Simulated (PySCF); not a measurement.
Electron correlation in Mo (molybdenum, neutral)

[Kr] 4d4 5s2, high-spin 5D determinant (an excited configuration). Calculation: PySCF 2.14, in def2-QZVPPD with the def2 core potential (28 electrons) (7s5p4d3f2g, 81 functions); a scalar-relativistic core potential. Frozen: 4s2 4p6; 6 electrons correlated.

```json
{"level": "CCSD", "correlation energy (mhartree)": "-109.15"}
{"level": "(T)", "correlation energy (mhartree)": "-6.03"}
{"level": "CCSD(T)", "correlation energy (mhartree)": "-115.18"}
```

Diagnostics: T1 = 0.034, D1 = 0.1111, largest double amplitude 0.078.

T1 exceeds 0.03, a sign that the reference determinant is poor.

Cost of the coupled-cluster step: about 23 core-seconds, for 6 correlated electrons.

Iterations:

```
CC2 = 0
CCSD nocc = (np.int64(5), np.int64(1)), nmo = (77, 77)
frozen orbitals [[0, 1, 2, 3], [0, 1, 2, 3]]
max_cycle = 100
direct = 0
conv_tol = 1e-08
conv_tol_normt = 1e-06
diis_space = 8
diis_start_cycle = 0
Init t2, MP2 energy = -0.0960981585083519
Init E_corr(UCCSD) = -0.0960981585387215
cycle = 1  E_corr(UCCSD) = -0.103323124675781  dE = -0.00722496614  norm(t1,t2) = 0.0733958
cycle = 2  E_corr(UCCSD) = -0.106310267087312  dE = -0.00298714241  norm(t1,t2) = 0.0327767
cycle = 3  E_corr(UCCSD) = -0.108588142769653  dE = -0.00227787568  norm(t1,t2) = 0.019146
cycle = 4  E_corr(UCCSD) = -0.108793288996257  dE = -0.000205146227  norm(t1,t2) = 0.00798886
cycle = 5  E_corr(UCCSD) = -0.109016794938732  dE = -0.000223505942  norm(t1,t2) = 0.00574039
cycle = 6  E_corr(UCCSD) = -0.109147778827025  dE = -0.000130983888  norm(t1,t2) = 0.00260392
cycle = 7  E_corr(UCCSD) = -0.109127749283559  dE = 2.00295435e-05  norm(t1,t2) = 0.00132836
cycle = 8  E_corr(UCCSD) = -0.109167168345535  dE = -3.9419062e-05  norm(t1,t2) = 0.00079416
cycle = 9  E_corr(UCCSD) = -0.109143475265832  dE = 2.36930797e-05  norm(t1,t2) = 0.000419192
cycle = 10  E_corr(UCCSD) = -0.109148166937056  dE = -4.69167122e-06  norm(t1,t2) = 0.000226623
cycle = 11  E_corr(UCCSD) = -0.109147460447093  dE = 7.06489963e-07  norm(t1,t2) = 0.000132358
cycle = 12  E_corr(UCCSD) = -0.10914611546254  dE = 1.34498455e-06  norm(t1,t2) = 6.85978e-05
cycle = 13  E_corr(UCCSD) = -0.109145904047922  dE = 2.11414617e-07  norm(t1,t2) = 3.30976e-05
cycle = 14  E_corr(UCCSD) = -0.109146107888492  dE = -2.0384057e-07  norm(t1,t2) = 1.9697e-05
cycle = 15  E_corr(UCCSD) = -0.109146126915429  dE = -1.90269367e-08  norm(t1,t2) = 1.03659e-05
cycle = 16  E_corr(UCCSD) = -0.109146105754848  dE = 2.11605805e-08  norm(t1,t2) = 4.46399e-06
cycle = 17  E_corr(UCCSD) = -0.109146100523718  dE = 5.23113045e-09  norm(t1,t2) = 1.48259e-06
cycle = 18  E_corr(UCCSD) = -0.109146081267868  dE = 1.92558501e-08  norm(t1,t2) = 5.2793e-07
cycle = 19  E_corr(UCCSD) = -0.10914607930726  dE = 1.96060763e-09  norm(t1,t2) = 2.73932e-07
UCCSD converged
E(UCCSD) = -67.59594026547867  E_corr = -0.1091460793072601
UCCSD(T) correction = -0.00603266885565271
```
